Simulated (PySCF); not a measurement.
SeClBr, SMILES Br[Se]Cl. Heavy atoms are numbered as in [Se:1]([Cl:2])[Br:3].

Coordinates come from a B3LYP-D3(BJ)/def2-TZVP optimisation.

Level of theory: KT2/pcSseg-2 (PySCF).

GIAO shieldings, no solvent; atoms alike by connectivity are averaged. δ = σ(ref) − σ: ⁷⁷Se against Me2Se (σ = 1704.9 ppm); ³⁵Cl against HCl (σ = 945.0 ppm), references at their B3LYP-D3(BJ)/def2-TZVP geometries, non-relativistic (without spin–orbit terms, shifts of atoms bonded to Cl or Br come out too high).

Computed chemical shifts:
```
nucleus  atoms  count  δ (ppm)
-------  -----  -----  -------
⁷⁷Se       Se1      1   2163.0
³⁵Cl       Cl2      1    182.4
```
